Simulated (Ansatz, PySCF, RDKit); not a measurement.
Positional isomers: benzothiophene boryl+boryl. Gas-phase values, no solvent. One relaxed conformer stands for each flexible species; it need not be the lowest. Strings in code marks are SMILES.

Quantity: electronic energy of isomers of C8H8B2S relative to `Bc1cc2cccc(B)c2s1`, in kJ/mol. The restricted reference of `Bc1cc(B)c2ccsc2c1`, `Bc1cc2c(B)cccc2s1`, `Bc1cc2cccc(B)c2s1`, `Bc1ccc(B)c2sccc12`, `Bc1ccc2c(B)csc2c1`, `Bc1ccc2cc(B)sc2c1`, `Bc1ccc2sc(B)cc2c1`, `Bc1ccc2scc(B)c2c1` and `Bc1csc2c(B)cccc12` is unstable towards unrestricted orbitals. Force-field values (RDKit) are differences of steric energies, which aren't made for comparing isomers with other bonds.

Level 1: frozen-core CCSD(T)/cc-pVDZ // PBE0-D4/def2-SVP (Ansatz, a quantum-chemistry and plane-wave program)
Level 2: PBE-D3(BJ)/def2-TZVP // PBE0-D4/def2-SVP (PySCF)
Level 3: B3LYP/3-21G // PBE0-D4/def2-SVP (PySCF)
Level 4: UFF, relaxed from the DFT geometry (RDKit)

| species | level 1 | level 2 | level 3 | level 4 |
|---|---|---|---|---|
| `Bc1ccc(B)c2sccc12` | ___ | 27.32 | 30.68 | 10.23 |
| `Bc1cc2c(B)cccc2s1` | 2.45 | 2.30 | 1.41 | ___ |
| `Bc1csc2c(B)cccc12` | 3.02 | 4.60 | 10.57 | 6.58 |
| `Bc1ccc2sc(B)cc2c1` | 0.10 | 0.25 | -1.68 | -3.57 |
| `Bc1cc(B)c2ccsc2c1` | 16.75 | ___ | 21.27 | 5.96 |
| `Bc1ccc2cc(B)sc2c1` | 2.47 | ___ | 0.95 | -3.66 |
| `Bc1ccc2scc(B)c2c1` | 5.25 | 8.25 | ___ | 2.56 |
| `Bc1ccc2c(B)csc2c1` | ___ | 6.01 | ___ | 2.43 |

### Question
Some entries are withheld; supply them.

### Answer

- `Bc1ccc(B)c2sccc12`, level 1: 23.29
- `Bc1cc2c(B)cccc2s1`, level 4: 4.01
- `Bc1cc(B)c2ccsc2c1`, level 2: 19.52
- `Bc1ccc2cc(B)sc2c1`, level 2: 2.64
- `Bc1ccc2scc(B)c2c1`, level 3: 11.89
- `Bc1ccc2c(B)csc2c1`, level 1: 4.30
- `Bc1ccc2c(B)csc2c1`, level 3: 10.04
